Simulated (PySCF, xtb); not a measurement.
CH5InO2S, SMILES C[S][In]([OH])[OH]. Other conformers were not sampled.

Harmonic wavenumbers (cm⁻¹) from xtb 6.7.1 with GFN2-xTB at its own minimum, in rising order: 47, 63, 70, 93, 110, 124, 165, 258, 315, 407, 422, 614, 696, 704, 939, 947, 1311, 1426, 1436, 3021, 3033, 3046, 3635, 3659.

Task: What does PySCF 2.14.0 with PBE0-D3(BJ)/def2-SVP give at its own minimum? (An estimate is asked for; the answer gives what the named calculation found.)

Result: 35, 68, 82, 119, 132, 146, 195, 233, 375, 589, 615, 713, 750, 816, 970, 995, 1346, 1458, 1460, 3071, 3187, 3194, 3890, 3905. Paired by order, the mean absolute difference is 78 cm⁻¹ and the zero-point energies are 37.9 and 40.5 kcal/mol.
